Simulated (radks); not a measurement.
The numbers below are computed, except where a source is named.
Problem. Ionisation of the silver ion Ag+, [Kr] 4d10, to [Kr] 4d9 as the strength of local exchange is varied. Code: a radial shooting solver on a logarithmic mesh with Libxc functionals. Model: scalar-relativistic Kohn-Sham, Slater X-alpha exchange (alpha = 2/3 is LDA exchange), no correlation, spin-polarised, spherical densities, finite nucleus; Fermi nuclear charge, rms radius 4.5454 fm.

| alpha | E(Ag+) (hartree) | exchange (hartree) | IE (eV) | -e of the level emptied (eV) | <r> of it (bohr) |
|---|---|---|---|---|---|
| 0.599 | -5292.14342 | -124.95191 | 19.537 | 13.473 (4d) | 1.422 |
| 0.667 | -5306.37615 | -139.52068 | 20.695 | 14.507 (4d) | 1.399 |
| 0.744 | -5322.53998 | -156.11169 | 22.057 | 15.733 (4d) | 1.375 |
| 0.838 | -5342.34054 | -176.50072 | 23.792 | 17.309 (4d) | 1.346 |
| 0.871 | -5349.30954 | -183.69371 | 24.421 | 17.883 (4d) | 1.337 |
| 0.941 | -5364.12273 | -199.01191 | 25.786 | 19.136 (4d) | 1.317 |
| 1.013 | -5379.40233 | -214.85316 | 27.236 | 20.474 (4d) | 1.298 |
| ? | -5316.02642 | -149.42020 | 21.502 | 15.232 (4d) | 1.384 |

Which alpha was used in the last row?

Solution. alpha = 0.713. NIST Atomic Spectra Database: 21.484 eV (measured). The Delta-SCF value meets it near alpha = 0.71. Open shells are spherical and high-spin; term and fine-structure splittings are not resolved.
